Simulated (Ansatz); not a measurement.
Species: OsO3 (charge 0, singlet). 
Structure (B3LYP-D3(BJ)/def2-TZVP (Ansatz, an electronic-structure program) minimum search):
SMILES: [O]=[Os](=[O])=[O]
```xyz
4

Os     0.0000     0.0000     0.0000
O      1.6952    -0.0438     0.0045
O     -0.8096     1.4898    -0.0246
O     -0.8856    -1.4460     0.0201
```
Charge 0, spin multiplicity 1.

Total electronic energies in hartree. Cores are frozen in the correlated levels unless marked. No spin-orbit coupling. Frozen are the shells of the preceding noble gas and the d and f shells that filled before the atom's block. In def2 rows, elements after Kr have scalar-relativistic effective core potentials. Basis-set limits of correlation are two-point, X^-3; Hartree-Fock from the larger set. The bracket is a focal-point correction in the basis named.

The Hartree-Fock reference is unstable (checked in the largest basis), which strains HF and MP2. The T1 diagnostic of CCSD in the largest basis is 0.031, which is high, so the coupled-cluster rows are less sure than usual.

```csv
level,program,energy (Eh)
HF/def2-TZVPP,Ansatz,-314.46013
RI-HF/def2-TZVPP,Ansatz,-314.46001
RI-HF/def2-QZVPPD,Ansatz,-314.47333
SVWN5/def2-TZVPD,Ansatz,-314.82980
PBE/def2-TZVPD,Ansatz,-316.35397
BLYP-D3(BJ)/def2-TZVPD,Ansatz + dftd3,-316.51123
BLYP/def2-TZVPD,Ansatz,-316.50525
revPBE-D3(BJ)/def2-TZVPD,Ansatz + dftd3,…
B97M-V/def2-TZVPD,Ansatz,-316.41756
PBE0-D4/def2-TZVPD,Ansatz + dftd4,-316.23380
PBE0/def2-TZVPD,Ansatz,-316.23122
BHLYP/def2-TZVPD,Ansatz,-316.17140
LC-wPBE-D4/def2-TZVPD,Ansatz + dftd4,-316.34499
wB97X-V/def2-TZVPD,Ansatz,…
B2PLYP-D3(BJ)/def2-TZVPD,Ansatz + dftd3,-316.16657
B2PLYP/def2-TZVPD,Ansatz,-316.16397
MP2/def2-SVPD,Ansatz,-315.14036
MP2/def2-TZVPPD,Ansatz,-315.62202
SCS-MP2/def2-SVPD,Ansatz,-315.07349
CCSD/def2-SVPD,Ansatz,-315.03855
CCSD(T)/def2-SVP,Ansatz,-315.04947
CCSD(T)/def2-TZVPP,Ansatz,-315.58066
"RI-MP2/CBS(def2-TZVPPD,def2-QZVPPD)+[CCSD(T)-MP2]/def2-TZVPPD",Ansatz,-315.7138
```

Task: Some entries are withheld; supply them.

Result: 
- revPBE-D3(BJ)/def2-TZVPD, energy (Eh): -316.55079
- wB97X-V/def2-TZVPD, energy (Eh): -316.34973
